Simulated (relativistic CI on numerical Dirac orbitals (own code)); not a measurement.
# Ligand-field terms of d2

Computed with a parametric ligand-field model of a d^n configuration (Racah B and C, spin-orbit zeta, crystal field), exact diagonalisation.

Field parameters in Wybourne normalisation: Oh B⁴₀ = 21Dq, B⁴₄ = √(5/14) B⁴₀; Td as Oh with Dq negative (B⁴₀ = 21Dq, B⁴₄ = √(5/14) B⁴₀). The field is a parameter set, without covalency.

(1) Ground term and bands for B = 860, C = 3340, ζ = 0 cm⁻¹, Td, 10Dq = -11350 cm⁻¹?

(2) Ground term and bands for B = 540, C = 2440, ζ = 0 cm⁻¹, Oh, 10Dq = 31850 cm⁻¹?

(3) Ground term and bands for B = 780, C = 3170, ζ = 0 cm⁻¹, Oh, 10Dq = 5550 cm⁻¹?

(4) Ground term and bands for B = 840, C = 2950, ζ = 0 cm⁻¹, Td, 10Dq = -2050 cm⁻¹?

(5) A d2 ion in Oh symmetry has the ground term 3T1 and bands at 3T2 9074 cm⁻¹ (1102 nm), 1T2 14743 cm⁻¹ (678 nm), 1E 15193 cm⁻¹ (658 nm), 3A2 19374 cm⁻¹ (516 nm), 3T1 21197 cm⁻¹ (472 nm), 1T2 25994 cm⁻¹ (385 nm). Which parameters reproduce them?

Answers

(1) Ground term 3A2 with 2.00 electrons in the two orbitals of the cubic e set. Spin-allowed: 3T2 11350 cm⁻¹ (881 nm), 3T1 18008 cm⁻¹ (555 nm), 3T1 28942 cm⁻¹ (346 nm). Lowest spin-forbidden: 1E 13189 cm⁻¹ (758 nm), 1A1 22392 cm⁻¹ (447 nm), 1T2 24222 cm⁻¹ (413 nm). With an A2 ground term the first spin-allowed band lies at |10Dq| itself.

(2) Ground term 3T1 with 0.01 electrons in the two orbitals of the cubic e set. Spin-allowed: 3T2 30514 cm⁻¹ (328 nm), 3T1 37278 cm⁻¹ (268 nm), 3A2 62364 cm⁻¹ (160 nm). Lowest spin-forbidden: 1T2 8292 cm⁻¹ (1206 nm), 1E 8348 cm⁻¹ (1198 nm), 1A1 19373 cm⁻¹ (516 nm).

(3) Ground term 3T1 with 0.10 electrons in the two orbitals of the cubic e set. Spin-allowed: 3T2 4761 cm⁻¹ (2100 nm), 3A2 10311 cm⁻¹ (970 nm), 3T1 15672 cm⁻¹ (638 nm). Lowest spin-forbidden: 1T2 11352 cm⁻¹ (881 nm), 1E 11906 cm⁻¹ (840 nm), 1T2 18560 cm⁻¹ (539 nm).

(4) Ground term 3A2 with 2.00 electrons in the two orbitals of the cubic e set. Spin-allowed: 3T2 2050 cm⁻¹, 3T1 3631 cm⁻¹ (2754 nm), 3T1 15119 cm⁻¹ (661 nm). Lowest spin-forbidden: 1E 11273 cm⁻¹ (887 nm), 1T2 12866 cm⁻¹ (777 nm), 1A1 17453 cm⁻¹ (573 nm). With an A2 ground term the first spin-allowed band lies at |10Dq| itself.

(5) B = 890, C = 4440, ζ = 0 cm⁻¹, Oh, 10Dq = 10300 cm⁻¹.
